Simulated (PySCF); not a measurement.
## Electronic absorption of 1-bromo-4-ethynylbenzene

1-bromo-4-ethynylbenzene, C8H5Br.
Bonds: C1–C2 (triple), C2–C3, C3–C4 (aromatic), C4–C5 (aromatic), C5–C6 (aromatic), C6–Br7, C6–C8 (aromatic), C8–C9 (aromatic), C3–C9 (aromatic). Hydrogens: H10 on C1; H11 on C4; H12 on C5; H13 on C8; H14 on C9.

Theory: TDDFT B3LYP/def2-SVPD, vertical, gas phase, core orbitals frozen in the response in PySCF. Geometry: PBE0-D3(BJ)/def2-SVP; no solvent, vibrations or thermal averaging. Relativistic effects, spin–orbit coupling among them, are left out although an element past zinc is present.

```
state  E (eV)  λ (nm)       f  symmetry  main configurations (H = HOMO, L = LUMO)
   S1    4.75   260.9  0.0015         –                  H→L+1 (72%), H-1→L (27%)
   S2    4.83   256.9   0.496        A1                                 H→L (93%)
   S3    5.22   237.6  0.0000         –                               H-2→L (95%)
   S4    5.29   234.5  0.0004         –                               H→L+2 (96%)
   S5    5.76   215.1  0.0000         –                               H-4→L (97%)
   S6    5.92   209.5  0.0001         –                               H-3→L (92%)
```

The lowest singlet lies at 4.75 eV (261 nm, ultraviolet) and is very weak; its leading configuration is HOMO→LUMO+1 (72%). The strongest level in the table is S2 at 4.83 eV (257 nm, f = 0.496). Löwdin shares by element: HOMO carbon 43% or more, bromine 20% (atoms not listed hold the other 37%); LUMO carbon 56% or more (atoms not listed hold the other 44%). Weighted by f, the mean energy of these states is 4.83 eV. Of the 6 states listed, 1 reaches f = 0.01 and 4 stay under 0.0005. Orbital energies (eV): HOMO-3 -8.20, HOMO-2 -8.00, HOMO-1 -7.72, HOMO -6.67, LUMO -1.58, LUMO+1 -1.03, LUMO+2 -0.45. Symmetry labels in C2v follow from the direction of the transition dipole and are given only for states with f of 0.002 or more; B1 and B2 swap with the choice of axes. Only the lowest 6 singlets were computed, as vertical energies without vibronic structure.

On Intel Xeon at 2.50 GHz, one thread, shared host with 64 logical CPUs at a one-minute load of 56, this took 2.2 min wall and 0.98 GiB of memory at its peak.
